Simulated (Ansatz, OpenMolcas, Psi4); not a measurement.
SiH2Br2 (dibromosilane): the vertical energy of the triplet above the singlet, rung by rung

SiH2Br2 has 5 atoms, charge 0, and is taken as a singlet. SMILES: `Br[SiH2]Br`. The coordinates come from a PBE0-D4/def2-TZVP relaxation.

| atom | x (Å) | y (Å) | z (Å) |
| --- | --- | --- | --- |
| Br | -1.6727 | -1.2393 | 0.3623 |
| Si | 0.1582 | -0.0463 | 0.0547 |
| Br | -0.2956 | 1.8142 | -1.0420 |
| H | 1.1034 | -0.8432 | -0.7517 |
| H | 0.7066 | 0.3146 | 1.3767 |

Each level gives the vertical energy of the triplet above the singlet (eV). The values are calculated.

```
                                   level                    kind     program  value (eV)  less CCSD(T)/def2-SVP  CPU time (all runs)
                             HF/def2-SVP            Hartree–Fock      Ansatz        6.95                  -0.18                 62 s
                          SVWN5/def2-SVP                     LDA      Ansatz        5.87                  -1.26                 29 s
                            PBE/def2-SVP                     GGA  OpenMolcas        5.91                  -1.22                 79 s
                           PBE0/def2-SVP           global hybrid      Ansatz        6.38                  -0.75                 88 s
                        wB97X-V/def2-SVP  range-separated hybrid        Psi4        7.10                  -0.03              4.8 min
                         B2PLYP/def2-SVP           double hybrid      Ansatz        6.66                  -0.47                 82 s
                            MP2/def2-SVP     perturbation theory      Ansatz        7.30                  +0.17                 61 s
CCSD(T)/def2-SVP, open shells restricted   coupled cluster or CI  OpenMolcas        7.13                   0.00              3.2 min
                        CCSD(T)/def2-SVP   coupled cluster or CI      Ansatz        7.02                  -0.11              1.8 min
```

CCSD(T)/def2-SVP, open shells restricted is the highest level here, not the true value. All-electron rows without a relativistic Hamiltonian named are non-relativistic. Spin-orbit coupling, which can split open shells on such heavy atoms by tenths of an eV, is left out. The values span 5.87 to 7.30 eV. A triplet this far above the singlet is often a Rydberg-like or dissociative state; sets without diffuse functions put Rydberg states too high. In the correlated wave-function rows the outer d shell of Br is correlated, in sets not made for it. Times are those of the runs behind each value, whatever else they computed, on shared processors of several kinds: orders of magnitude only.
